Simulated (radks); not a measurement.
All-electron atom: Yb2+ in [Xe] 4f14. All-electron calculation, scalar-relativistic Kohn-Sham, B86b exchange with PBE correlation, spin-polarised, spherical densities, point nucleus. Program: a radial shooting solver on a logarithmic mesh with Libxc functionals.

Radial electron density D(r) = 4 pi r^2 rho(r):

r (bohr),D(r) (e/bohr)
0.002889,28.66
0.003823,40.65
0.005058,55.27
0.006693,71.13
0.008855,85.31
0.01172,93.78
0.01538,93.82
0.02035,87.49
0.02692,84.08
0.03562,94.58
0.04714,116.4
0.06237,126.9
0.08252,111.4
0.1083,96.55
0.1433,108.3
0.1896,110.2
0.2509,73.49
0.332,54.65
0.4392,65.20
0.5812,53.42
0.7628,29.40
1.009,16.86
1.335,10.69
1.767,4.929
2.338,1.376
3.093,0.2219
4.093,0.02075

D(r) has 4 maxima, at r = 0.0134, 0.0604, 0.168, 0.457 bohr, and minima at 0.0257, 0.110, 0.322 bohr, inside which lie 1.91, 11.11, 29.64 electrons.
